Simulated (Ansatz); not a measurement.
Cost and result for the atomization energy of Cl2GeH4Sn (`[Cl][SnH]([Cl])[GeH3]`) (8 atoms, 7 bonds).

Z-matrix (Å, degrees):
```
Sn
Cl 1 2.331
Ge 1 2.596 2 107.7
Cl 1 2.331 2 105.6 3 115.1
H 1 1.703 2 105.9 3 -132.9
H 3 1.533 1 108.7 2 176.9
H 3 1.531 1 107.2 2 56.9
H 3 1.533 1 108.6 2 -62.9
```

Total charge 0; spin multiplicity 1. Correlated methods include outer-core shells of Ge, Sn, which these sets cover unevenly. Scalar relativity is left out up to krypton. Sn takes the def2 core potential. Geometry: relaxed with PBE0-D4/def2-TZVP. Program: Ansatz. All runs use 4 threads of an Intel Xeon 6975P-C on a shared host. Times are those of one run each, without the atoms' runs, and a repeat can differ threefold. Electronic energies, without spin–orbit coupling; frozen cores. CCSD(T)/CBS adds CCSD(T) − MP2 in def2-TZVPP to the MP2 limit, and its time is that of the two runs behind it. T1 = 0.011. With those shells the extrapolation isn't a true limit.

CCSD(T)/CBS is a level of theory with its own doubt, some kJ/mol a heavy atom from the limit and from the frozen cores, so smaller differences don't rank the functionals.

```
                             level  functions  wall time
              revPBE-D4/def2-TZVPP        238      1.2 s
   PBE-D4/def2-TZVPP (with forces)        238      1.4 s
r2SCAN-D4/def2-TZVPP (with forces)        238      2.8 s
             r2SCANh-D4/def2-TZVPP        238      3.1 s
           CAM-B3LYP-D4/def2-TZVPP        238      3.3 s
                 B2PLYP/def2-TZVPP        238      3.4 s
                 B97M-V/def2-TZVPP        238      4.2 s
                  CCSD(T)/def2-SVP        114      4.2 s
                ωB97X-V/def2-TZVPP        238      5.5 s
  ωB97M-V/def2-TZVPP (with forces)        238      7.5 s
                    MP2/def2-QZVPP        431       13 s
                CCSD(T)/def2-TZVPP        238       56 s
                 CCSD(T)/CBS(def2)          –       69 s
```

Task: What atomization energy does each give, and how far from CCSD(T)/CBS? (An estimate is asked.)

Result: The calculation gave: 
```json
{"level": "revPBE-D4/def2-TZVPP", "atomization (kJ/mol)": "1971.5", "difference from CCSD(T)/CBS": "-91.4", "per bond": "-13.1"}
{"level": "PBE-D4/def2-TZVPP (with forces)", "atomization (kJ/mol)": "2022.9", "difference from CCSD(T)/CBS": "-40.0", "per bond": "-5.7"}
{"level": "r2SCAN-D4/def2-TZVPP (with forces)", "atomization (kJ/mol)": "2045.4", "difference from CCSD(T)/CBS": "-17.5", "per bond": "-2.5"}
{"level": "r2SCANh-D4/def2-TZVPP", "atomization (kJ/mol)": "2034.5", "difference from CCSD(T)/CBS": "-28.4", "per bond": "-4.1"}
{"level": "CAM-B3LYP-D4/def2-TZVPP", "atomization (kJ/mol)": "2016.4", "difference from CCSD(T)/CBS": "-46.5", "per bond": "-6.6"}
{"level": "B2PLYP/def2-TZVPP", "atomization (kJ/mol)": "1982.3", "difference from CCSD(T)/CBS": "-80.6", "per bond": "-11.5"}
{"level": "B97M-V/def2-TZVPP", "atomization (kJ/mol)": "2094.7", "difference from CCSD(T)/CBS": "31.8", "per bond": "4.5"}
{"level": "CCSD(T)/def2-SVP", "atomization (kJ/mol)": "1868.2", "difference from CCSD(T)/CBS": "-194.7", "per bond": "-27.8"}
{"level": "ωB97X-V/def2-TZVPP", "atomization (kJ/mol)": "2062.4", "difference from CCSD(T)/CBS": "-0.5", "per bond": "-0.1"}
{"level": "ωB97M-V/def2-TZVPP (with forces)", "atomization (kJ/mol)": "2027.1", "difference from CCSD(T)/CBS": "-35.8", "per bond": "-5.1"}
{"level": "MP2/def2-QZVPP", "atomization (kJ/mol)": "2028.1", "difference from CCSD(T)/CBS": "-34.8", "per bond": "-5.0"}
{"level": "CCSD(T)/def2-TZVPP", "atomization (kJ/mol)": "1995.3", "difference from CCSD(T)/CBS": "-67.6", "per bond": "-9.7"}
{"level": "CCSD(T)/CBS(def2)", "atomization (kJ/mol)": "2062.9", "difference from CCSD(T)/CBS": "0.0", "per bond": "0.0"}
```

From BLYP to BHLYP (50 % exact exchange), in def2-TZVPP and without D4, the atomization energy moves by +14.0 kJ/mol. At CCSD(T), def2-SVP lies −194.7 kJ/mol from the extrapolated value and def2-TZVPP −67.6 kJ/mol: correlation converges slowly with the basis, and small sets miss more of it in the bonded molecule than in its fragments. Leaving LDA and LC-ωPBE aside and taking each functional with its dispersion term where it has one, the values spread over 123.2 kJ/mol, from revPBE-D4 to B97M-V. LDA lies +310.0 kJ/mol from PBE without D4, its usual overbinding.

Spin–orbit coupling would lower the free Sn atoms strongly, and the atomization energy with them, by more than many differences here. For some Ge, Se and Sn compounds the MP2-based and the directly extrapolated limit differ by 10 to 25 kJ/mol.
